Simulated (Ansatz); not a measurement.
This Ansatz (a first-principles code) input (CCSD(T)/def2-TZVPP) gives -79.94337 Eh with 76 basis functions.

Ansatz 0.2 input:
```yaml
crystal:
  periodic: [false, false, false]
  atoms:
    - {symbol: B, position_ang: [-0.00000000, -0.00000000, -0.61304571]}
    - {symbol: N, position_ang: [0.00000000, 0.00000000, 0.69245456]}
    - {symbol: H, position_ang: [-0.00000000, -0.00000000, -1.78195339]}
basis:
  gaussian:
    orbitals: def2-TZVPP
magnetization: {spin_polarized: true, initial_magnetization: 1}
correlation: {method: ccsd_t, electrons: outside_noble_gas}
```

Change:
```diff
- orbitals: def2-TZVPP
+ orbitals: 6-31G
```

What does the run give now?

-79.75341 Eh (CCSD(T)/6-31G, 20 functions), a change of +189.96 mEh.
